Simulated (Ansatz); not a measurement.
A made-up structure of SiH$_{3}$SeO (charge -1), closed shell:

```
6
angstrom
Si -0.2126 0.3342 -0.1846
O -0.1618 -1.2866 -0.1254
Se 1.2445 -1.7384 1.0787
H -1.3295 0.6802 -1.1407
H 2.1615 -2.0950 2.2241
H -0.5523 1.0143 1.1029
```

It is relaxed with PBE-D4/def2-SVPD and then PBE0-D4/def2-TZVPD (Ansatz 0.2.0). Atoms count as bonded within 1.22 times the sum of their covalent radii (H–H: 0.88 Å). The end point is not checked to be a true minimum.

(1) Does its bonding change? (Judge from chemistry; the calculation decides.)

Results:

(1) Computed: Yes. Formed: Si1–Se3; broken: O2–Se3.

Where it ends: The first stage lowers the energy by 4.71 eV in 29 steps. It ends as SiH₃SeO ([O][SiH2][SeH]), total charge -1:
Si1  (-0.394, -0.406, 0.136)
O2  (-1.344, -1.234, -0.769)
Se3  (1.444, -1.729, 0.913)
H4  (0.329, 0.780, -0.469)
H5  (2.049, -0.645, 1.703)
H6  (-0.934, 0.143, 1.441)
(Å)

Labels in which every atom is bracketed show which atoms are joined, not bond orders.

For scale, one of the runs: PBE0-D4/def2-TZVPD relaxation, 167 basis functions, launched by `ansatz run in.yaml --threads 2 --pin off --events-out ev --progress --plain --max-ram 4352MiB`. Hardware: 2 CPU threads of an Arm Neoverse V1, shared host. Wall time about 33 s.
